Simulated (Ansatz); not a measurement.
`B[O][Al]([Cl])[Cl]` + `C=CN[SiH3]` → `BN([SiH3])C=C` + `[OH][Al]([Cl])[Cl]`  (ligand exchange at a B–O bond)

Gas-phase electronic energies from Ansatz, PBE0-D4/def2-TZVP geometries. CCSD(T)/CBS is the MP2 limit (def2-TZVPP, def2-QZVPP) plus CCSD(T) − MP2 in def2-TZVPP, frozen cores. This one scheme is used for every species. DFT in def2-TZVPP. One conformer a species, not always the lowest.

CCSD(T)/CBS gives -0.02 eV.

(1) Another level gave +0.03 eV. Which?
A. HF/def2-TZVPP
B. PBE/def2-TZVPP
C. BHLYP-D4/def2-TZVPP
D. revPBE-D4/def2-TZVPP

(2) What do rigid-rotor, harmonic-oscillator terms from PBE0-D4/def2-TZVP frequencies (298.15 K, 1 bar) make of the CCSD(T)/CBS value? (Estimate.)

Largest T1 diagnostic among the species: 0.013.

Answers

(1) B. PBE 0.03, BHLYP-D4 0.12, revPBE-D4 -0.04, HF/def2-TZVPP 0.30 eV.

(2) Ansatz gave: ΔZPE = +0.03 eV, ΔH = -0.02 eV, ΔS = -30 J/(mol·K), ΔG = +0.07 eV.

The D4 term adds −0.08 eV with B3LYP and −0.04 eV with PBE0; it sums over pairs of atoms, weighted by their polarisabilities, and B3LYP, whose exchange is more repulsive, gets the larger term. Leaving LDA and LC-ωPBE aside and taking each functional with its dispersion term where it has one, the values spread over 0.16 eV, from revPBE-D4 to BHLYP-D4. LDA lies −0.11 eV from PBE without D4.

B3LYP here is the variant with VWN-RPA as its local correlation; programs differ in this.
